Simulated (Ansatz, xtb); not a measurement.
Ranking isomers of C4H7F3O

7 gas-phase structures of C4H7F3O, from a drawn sample of its isomers (lower ones may exist). Each was relaxed with GFN2-xTB; where two conformers were screened, the lower at r2SCAN-D4/def2-SVP is listed:

A. `CC[C@H](O)C(F)(F)F`, a singlet
B. `C[C@H](F)COC(F)F`, a singlet
C. `C[C@H](F)OCC(F)F`, a singlet
D. `C[C@H](CO)C(F)(F)F`, a singlet
E. `C[C@H](CF)OC(F)F`, a singlet
F. `CC[C@H](F)OC(F)F`, a singlet
G. `CC(C)OC(F)(F)F`, a singlet

Task: Which do you expect lowest at r2SCAN-D4/def2-SVP, and how would the others follow?

Result: Calculated order at r2SCAN-D4/def2-SVP: G (0.0), A (25.2), D (29.0), F (45.9), B (79.6), E (85.8), C (90.7) kJ/mol. Less than 1 kcal/mol parts A and D, so the order within that pair means little.

Energies above the lowest of each column, in kJ/mol; the last columns are at PBE-D3(BJ)/def2-SVP geometries and were run for some of them only (a dash: not run or not comparable):

| structure | GFN2-xTB | HF/STO-3G | r2SCAN-D4/def2-SVP | PBE-D3(BJ)/def2-SVP | CCSD(T)/def2-SVP + ΔMP2/def2-TZVPP |
| --- | --- | --- | --- | --- | --- |
| G | 0.0 | 0.0 | 0.0 | 0.0 | 0.0 |
| A | 56.8 | 49.6 | 25.2 | 22.7 | 12.3 |
| D | 57.4 | 51.0 | 29.0 | 28.5 | 12.9 |
| F | 39.3 | 38.8 | 45.9 | 42.1 | – |
| B | 60.2 | 71.0 | 79.6 | – | – |
| E | 60.4 | 77.4 | 85.8 | – | – |
| C | 66.9 | 80.9 | 90.7 | – | – |

Every level run on G puts it lowest or level with the lowest. Some further structures that were screened fall inside this span and aren't listed. Flexible structures stand in one conformer each, not always the lowest. Frequencies (GFN2-xTB) were run for A, D, G alone. The ΔMP2 step shifts differences by up to 13.7 kJ/mol, which makes them less sure. ΔMP2 is the change of the MP2 energy from the smaller to the larger basis.

Over these structures GFN2-xTB departs from r2SCAN-D4/def2-SVP by 19.0 kJ/mol on average once a common shift is removed. A GFN2-xTB relaxation took about 0.075 s and the r2SCAN-D4/def2-SVP energy about 2.1 s on a shared host (Ansatz 0.2.0, xtb 6.7.1).
